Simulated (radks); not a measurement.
Values are calculated unless marked as measured or tabulated.
How relativity changes the ionisation of the krypton ion Kr3+ ([Ar] 3d10 4s2 4p3) to Kr4+ ([Ar] 3d10 4s2 4p2). Spin-unpolarised spherical Kohn-Sham, BLYP, point nucleus unless stated (finite: rms radius 4.1884 fm), a radial shooting solver on a logarithmic mesh with Libxc functionals. A level marked "c x" has the speed of light scaled by that factor and shares open shells by 2j + 1; other Dirac levels either fill j = l - 1/2 first or share by 2j + 1.

level                               E(Kr3+) (hartree)  E(Kr4+) (hartree)  IE (eV)   HOMO  <r> HOMO (bohr)
non-rel.                                  -2751.05617        -2749.23362   49.594     4p            1.673
scalar-rel.                               -2787.91793        -2786.09094   49.715     4p            1.666
scalar-rel., finite nucleus               -2787.89411        -2786.06711   49.715     4p            1.666
Dirac, 2j+1 shares                        -2788.13174        -2786.30434   49.726  4p3/2            1.675
Dirac, low j first                        -2788.16478        -2786.35300   49.301  4p3/2            1.676
Dirac, 2j+1 shares, finite nucleus        -2788.10788        -2786.28048   49.726  4p3/2            1.675
Dirac, c x 3                              -2755.05268        -2753.22961   49.608  4p3/2            1.673
Dirac, c x 5                              -2752.49152        -2750.66878   49.599  4p3/2            1.673
Dirac, c x 100                            -2751.05975        -2749.23721   49.594  4p3/2            1.673

NIST Atomic Spectra Database: 50.9 eV (measured). The relativistic part of the total energy of Kr3+ is -37.05 hartree (Dirac, 2j+1 shares, finite nucleus), 1.3 % of the non-relativistic value. Spin polarisation and multiplet splitting of open shells are left out at every level.

Beside tabulated values, note that spin-unpolarised runs miss the spin-polarisation part of the exchange energy of open shells.
